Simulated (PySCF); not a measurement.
How methods differ on the excitation energy of Sb

Sb [Kr] 4d10 5s2 5p3 (4S) → Sb [Kr] 4d10 5s2 5p2 5d1 (high-spin determinant), as a difference of total energies. All numbers are calculated (PySCF 2.14, scalar relativity by spin-free X2C-1e, in aug-cc-pwCVTZ-DK3). Correlated levels: valence: [Kr] 4d10 frozen. The calculations carry no spin-orbit coupling.

```csv
method,excitation energy (eV)
UHF,7.411
MP2 (valence),7.472
SCS-MP2 (valence),7.443
CCSD (valence),7.119
CCSD(T) (valence),6.801
```

Q: How much does correlation contribute at CCSD(T) (valence)?

A: 6.801 − (7.411) = -0.610 eV, measured against UHF.

A first-order spin-orbit estimate (lowest level to lowest level, LS coupling) adds -0.273 eV.

The promoted electron is Rydberg-like, and one or two diffuse shells describe it only roughly, which tends to raise the upper state.

The coupled-cluster amplitudes are large for the upper state (T1 above 0.03 or a double amplitude above 0.15), so a single reference is strained.

The determinant of the upper state mixes LS terms, which raises its energy above the lowest term, most at the Hartree-Fock and MP2 levels.
